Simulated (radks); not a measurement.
Results of a calculation; reference values are marked as such.
Problem. Ionisation of the manganese ion Mn6+, [Ar] 3d1, to [Ar] as the strength of local exchange is varied. Level of theory: scalar-relativistic Kohn-Sham, Slater X-alpha exchange (alpha = 2/3 is LDA exchange), no correlation, spin-polarised, spherical densities, point nucleus; open shells are filled with parallel spins first (a radial shooting solver on a logarithmic mesh with Libxc functionals).

| alpha | E(Mn6+) (hartree) | exchange (hartree) | IE (eV) | -e of the level emptied (eV) | <r> of it (bohr) |
|---|---|---|---|---|---|
| 0.571 | -1137.91972 | -38.03517 | 114.34 | 102.10 (3d) | 0.8705 |
| 0.667 | -1144.33261 | -44.62461 | 117.81 | 105.51 (3d) | 0.8578 |
| 0.716 | -1147.61668 | -48.00955 | 119.61 | 107.27 (3d) | 0.8515 |
| 0.775 | -1151.58066 | -52.10464 | 121.79 | 109.41 (3d) | 0.8441 |
| 0.827 | -1155.08312 | -55.73139 | 123.73 | 111.32 (3d) | 0.8377 |
| 0.905 | -1160.35224 | -61.20230 | 126.67 | 114.22 (3d) | 0.8284 |
| x | -1145.27017 | -45.59025 | 118.32 | 106.01 (3d) | 0.8559 |

Which alpha was used in the last row?

Solution. alpha = 0.681. NIST Atomic Spectra Database: 119.20 eV (measured). The Delta-SCF value meets it near alpha = 0.70. Open shells are spherical and high-spin; term and fine-structure splittings are not resolved.
